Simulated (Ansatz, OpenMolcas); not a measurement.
How basis sets differ on InCl (SMILES [Cl][In])

InCl has 2 atoms, charge 0, and is taken as a singlet. SMILES: `[Cl][In]`. Geometry: relaxed at PBE0-D4/def2-TZVP.

```csv
atom,x (Å),y (Å),z (Å)
Cl,0.0000,0.0000,-0.0139
In,0.0000,0.0000,2.3996
```

Each level gives the electronic atomisation energy (eV). The values are calculated. Electronic energies at fixed atoms, without zero-point motion or spin-orbit coupling.

```tsv
level	kind	program	value (eV)	CPU time (all runs)
PBE0/STO-3G	global hybrid	Ansatz	6.50	1.1 s
PBE0/x2c-SV(P)all (sfX2C)	global hybrid	Ansatz	4.58	3 s
PBE0/x2c-TZVPall (sfX2C)	global hybrid	Ansatz	4.57	7 s
PBE0/x2c-TZVPPall (sfX2C)	global hybrid	Ansatz	4.57	7 s
PBE0/def2-TZVPPD (core potential)	global hybrid	OpenMolcas	4.58	30 s
PBE0/x2c-QZVPall (sfX2C)	global hybrid	Ansatz	4.57	11 s
```

All-electron rows without a relativistic Hamiltonian named are non-relativistic, while core potentials hold scalar relativity, so basis and relativity change together. The values span 4.57 to 6.50 eV. Without the sets that lack polarisation functions the rows with a basis span only 4.57 to 4.58 eV. Times are those of the runs behind each value, whatever else they computed, on shared processors of several kinds: orders of magnitude only.
